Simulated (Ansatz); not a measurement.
System: C2H6B, charge 0, doublet. C2H6B (SMILES B[CH]C, doublet).
B3LYP-D3(BJ)/def2-TZVP minimum from Ansatz (a first-principles code):
```xyz
9

B     -0.7892     0.9209     0.8453
H      0.0444     1.3009     1.6127
H     -1.9072     1.3259     0.9385
C     -0.4152    -0.0746    -0.2416
C      0.9343    -0.6503    -0.4607
H     -1.1699    -0.4251    -0.9443
H      1.2923    -0.4293    -1.4748
H      0.9048    -1.7462    -0.4018
H      1.6669    -0.2815     0.2566
```
Charge 0, spin multiplicity 2.

Total energies in cc-pVDZ, 17 correlated electrons, 3 frozen orbitals. UHF or UKS for unpaired electrons; spin-orbit terms are left out. Correlated methods leave the cores frozen. No relativity.

| method | program | energy (Eh) | minus CCSDT(Q) (mEh) |
|---|---|---|---|
| HF | Ansatz | -103.87105 | 405.85 |
| MP2 | Ansatz | -104.21541 | 61.50 |
| CCSD | Ansatz | -104.26514 | 11.77 |
| CCSD(T) | Ansatz | -104.27535 | 1.56 |
| CCSDT(Q) | Ansatz | -104.27691 | 0.00 |

Rough core times of Ansatz's runs on a shared machine: CCSD(T) under 20 s, CCSDT(Q) 20 min.
